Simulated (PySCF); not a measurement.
Cl$_{3}$Sn, charge +1, singlet, geometry from GFN2-xTB (such geometries of metal compounds can be far from the true shape) (all electrons, no relativity); PySCF with CAMB3LYP/3-21G.

Here is a job for PySCF.
```python
from pyscf import gto, scf, dft

mol = gto.M(
    atom='''
Sn   -0.000000    0.000000    0.000000
Cl    2.221697   -0.280466   -0.428110
Cl   -0.943125   -0.989540    1.824611
Cl   -1.278573    1.270006   -1.396501
''',
    basis='3-21g',
    charge=1,
    spin=0,
    verbose=5,
)

mf = dft.RKS(mol)
mf.xc = 'camb3lyp'
mf.kernel()
```

Task: What does PySCF print? Leave out banner, timings and long lists.

Result: 
```
PySCF version 2.14.0

[INPUT] verbose = 5
[INPUT] max_memory = 4000
[INPUT] num. atoms = 4
[INPUT] num. electrons = 100
[INPUT] charge = 1
[INPUT] spin (= nelec alpha-beta = 2S) = 0
[INPUT] symmetry False subgroup None
[INPUT] Mole.unit = angstrom
[INPUT] Symbol           X                Y                Z      unit          X                Y                Z       unit  Magmom
[...]
[INPUT] ---------------- BASIS SET ----------------
[INPUT] l, kappa, [nprim/nctr], expnt,             c_1 c_2 ...
[INPUT] Sn
[...]
                                1928.4692         0.367293
                                423.80797         0.690545
[...]
                                124.9537          0.082863
                                40.39576          0.970151
[...]
                                23.83588          0.066056
                                7.048296          1.081987
[...]
                                2.69304           0.461029
                                1.025958          0.828558
[...]
                                0.203409          1.229226
[...]
                                124.9537          0.611011
                                40.39576          0.395155
[...]
                                23.83588          0.539968
                                7.048296          0.660482
[...]
                                2.69304           0.506719
                                1.025958          0.552911
[...]
                                0.203409          0.990591
[...]
                                30.131576         0.487591
                                9.530036          0.584987
[...]
                                1.712083          0.572761
                                0.577195          0.369039
[INPUT] Cl
[...]
                                207.857           0.380363
                                45.1554           0.67819
[...]
                                13.9765           0.0511338
                                3.8871            0.991337
[...]
                                0.526955          1.18252
[...]
                                13.9765           0.458682
                                3.8871            0.601962
[...]
                                0.526955          0.822321
[...]
nuclear repulsion = 708.056678192693
number of shells = 34
number of NR pGTOs = 162
number of NR cGTOs = 70
basis = 3-21g
ecp = {}

******** <class 'pyscf.dft.rks.RKS'> ********
method = RKS
initial guess = minao
[...]
 -7.48451791e+00 -7.48451492e+00 -7.48448355e+00 -7.47383042e+00
 -7.47357323e+00 -7.47357155e+00 -7.47261734e+00 -7.47261527e+00
 -7.47250975e+00 -5.21531362e+00 -3.75944538e+00 -3.75643242e+00
 -3.75643097e+00 -1.54409386e+00 -1.54392449e+00 -1.54392385e+00
 -1.53945057e+00 -1.53945025e+00 -1.16689863e+00 -1.14239400e+00
 -1.14239386e+00 -8.06041331e-01 -6.91678292e-01 -6.91678118e-01
 -6.57013941e-01 -6.24301216e-01 -6.24300615e-01 -6.22514407e-01
 -6.22514323e-01 -6.17586271e-01 -3.39352108e-01 -3.05678818e-01
 -1.64507052e-01 -1.64506666e-01 -2.57212919e-02  4.38760958e-02
  4.68150377e-02  4.68154384e-02  3.81397961e-01  3.81398354e-01
  4.19697517e-01  4.19731163e-01  4.19731680e-01  4.73538829e-01
  4.86261577e-01  4.86262061e-01  5.16967079e-01  5.88255845e-01
  6.37509855e-01  6.37510575e-01]
nelec by numeric integration = 99.99998978682747
E1 = -11558.702214951174  E2 = 3477.8442349486527  Ecoul = 3723.6870045238843  Exc = -245.8427695752317
cycle= 8 E= -7372.80130180983  delta_E= -1.47e-10  |g|= 1.33e-06  |ddm|= 4.23e-05
[...]
  mo_energy =
[-1.02470868e+03 -1.52435342e+02 -1.42096817e+02 -1.42095845e+02
 -1.42095845e+02 -1.01142538e+02 -1.01142526e+02 -1.01142525e+02
 -3.00194764e+01 -2.56640310e+01 -2.56602501e+01 -2.56602492e+01
 -1.82913036e+01 -1.82896407e+01 -1.82896400e+01 -1.82879206e+01
 -1.82879193e+01 -9.71079937e+00 -9.71075656e+00 -9.71075604e+00
 -7.48451758e+00 -7.48451479e+00 -7.48448332e+00 -7.47383017e+00
 -7.47357326e+00 -7.47357101e+00 -7.47261692e+00 -7.47261529e+00
 -7.47250956e+00 -5.21531437e+00 -3.75944615e+00 -3.75643314e+00
 -3.75643169e+00 -1.54409459e+00 -1.54392516e+00 -1.54392452e+00
 -1.53945129e+00 -1.53945097e+00 -1.16689866e+00 -1.14239400e+00
 -1.14239384e+00 -8.06041365e-01 -6.91678160e-01 -6.91678124e-01
 -6.57013812e-01 -6.24301071e-01 -6.24300597e-01 -6.22514531e-01
 -6.22514197e-01 -6.17586173e-01 -3.39352414e-01 -3.05679193e-01
 -1.64507325e-01 -1.64506942e-01 -2.57215676e-02  4.38758295e-02
  4.68147985e-02  4.68151716e-02  3.81398049e-01  3.81398373e-01
  4.19697634e-01  4.19731095e-01  4.19731796e-01  4.73538858e-01
  4.86261583e-01  4.86262121e-01  5.16967122e-01  5.88255721e-01
  6.37509819e-01  6.37510545e-01]
nelec by numeric integration = 99.99998978682889
E1 = -11558.702223414606  E2 = 3477.8442434120993  Ecoul = 3723.6870124093293  Exc = -245.84276899722983
Extra cycle  E= -7372.80130180981  delta_E= 1.46e-11  |g|= 8.33e-07  |ddm|= 4.72e-06
converged SCF energy = -7372.80130180981
```
